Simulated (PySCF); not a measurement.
How methods differ on the ionisation energy of Sr(26+)

Sr(26+) [Ne] 3s2 (1S) → Sr(27+) [Ne] 3s1 (2S), as a difference of total energies. Computed with PySCF 2.14 in an even-tempered Gaussian basis (18 s from 3.4 bohr⁻², ratio 2.5; 11 p from 4.4 bohr⁻², ratio 2.5; 5 d from 17 bohr⁻², ratio 2.7; 4 f from 25 bohr⁻², ratio 2.7), with scalar relativity by spin-free X2C-1e. Correlated levels: outer shells: 1s2 frozen; virtual orbitals above 40 to 60 times the deepest correlated orbital energy dropped. The calculations carry no spin-orbit coupling.

Problem. Order these methods by the ionisation energy they give, lowest first.
A. UHF
B. LDA
C. BHandHLYP
D. M06-L

Solution. A (1327.9 eV), D (1328.9 eV), C (1330.9 eV), B (1331.5 eV).

Breit and QED terms and the two-electron picture change are absent.

For comparison: 1333.4 ± 1.9 eV (semi-empirical (NIST evaluation); NIST Atomic Spectra Database, ionization energies).
